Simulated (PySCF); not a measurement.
**Kr²⁺ (krypton, charge +2) across methods**

[Ar] 3d10 4s2 4p3 4d1, high-spin 5D determinant (an excited configuration). All numbers are calculated (PySCF 2.14, scalar relativity by spin-free X2C-1e, in aug-cc-pVDZ-DK (6s5p3d, 36 functions)).

```
 method  E (hartree)  mean ε 4s β (eV)  mean ε 4p α (eV)  mean ε 4d α (eV)  Σ⟨r²⟩ (bohr²)   ⟨S²⟩
   MN15    -2789.654           -47.454           -36.790           -15.110          27.76  6.000
    LDA    -2783.936           -46.327           -34.299           -13.551          27.87  6.000
r2SCANh    -2787.814           -46.405           -35.672           -14.265          27.80  6.000
   PBE0    -2787.554           -47.132           -36.167           -14.862          27.82  6.000
 r2SCAN    -2787.820           -45.869           -34.993           -13.841          27.80  6.000
LC-wPBE    -2787.525           -50.481           -39.173           -17.526          27.76  6.001
    UHF  -2786.09574           -49.557           -41.105           -17.640          27.99  6.001
    PBE    -2787.492           -45.770           -34.228           -13.742          27.84  6.000
  B3LYP    -2787.872           -47.332           -35.592           -14.438          27.86  6.000
```

The outer electron is Rydberg-like, and this basis confines it to a smaller radius and binds it less than a complete one would.
